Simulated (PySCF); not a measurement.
SMILES CC(C)(C)c1ccc(F)s1 (C₈H₁₁FS) (GFN2-xTB optimised geometry):

```
21

C     -0.433    -2.619    -0.003
C     -1.187    -1.287     0.001
C     -2.064    -1.203     1.256
C     -2.071    -1.199    -1.249
C     -0.221    -0.135     0.000
C      1.137    -0.135     0.000
C      1.716     1.158     0.000
C      0.765     2.120     0.000
F      0.963     3.441     0.000
S     -0.845     1.494     0.000
H     -1.146    -3.441     0.000
H      0.188    -2.708    -0.891
H      0.196    -2.709     0.878
H     -1.449    -1.245     2.153
H     -2.626    -0.272     1.266
H     -2.767    -2.032     1.279
H     -2.771    -2.031    -1.273
H     -2.637    -0.270    -1.251
H     -1.461    -1.233    -2.149
H      1.735    -1.027     0.000
H      2.771     1.357     0.000
```

Computed with CAM-B3LYP/def2-SVP in PySCF 2.14.0.

Q: What are the frontier orbital energies and the dipole moment?

A: HOMO-2 -10.59 eV, HOMO-1 -8.58 eV, HOMO -7.63 eV, LUMO 1.04 eV, LUMO+1 2.04 eV; dipole moment 2.01 D.

Meta-Löwdin charges at CAM-B3LYP/def2-SVP: C1 -0.29, C2 0.07, C3 -0.29, C4 -0.29, C5 -0.10, C6 -0.14, C7 -0.18, C8 0.16, F9 -0.24, S10 0.21, H11 0.10, H12 0.09, H13 0.09, H14 0.10, H15 0.09, H16 0.09, H17 0.09, H18 0.09, H19 0.10, H20 0.11, H21 0.12.
